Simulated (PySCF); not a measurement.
Correlation energy of Xe²⁺ (xenon, charge +2)

[Kr] 4d10 5s2 5p4, high-spin 3P determinant. Computed with PySCF 2.14 in def2-TZVPPD with the def2 core potential (28 electrons), with a scalar-relativistic core potential. Frozen: nothing; 24 electrons correlated.

```
  level  correlation energy (mhartree)
   CCSD                        -524.24
    (T)                          -8.44
CCSD(T)                        -532.68
```

Diagnostics: T1 = 0.0053, D1 = 0.0295, largest double amplitude 0.032.

Cost of the coupled-cluster step: roughly 50 core-seconds, for 24 correlated electrons.

The basis has no tight functions for the innermost shells, so their pair energies are far from complete.

This basis was not built for core-valence correlation, so the inner-shell part is incomplete.
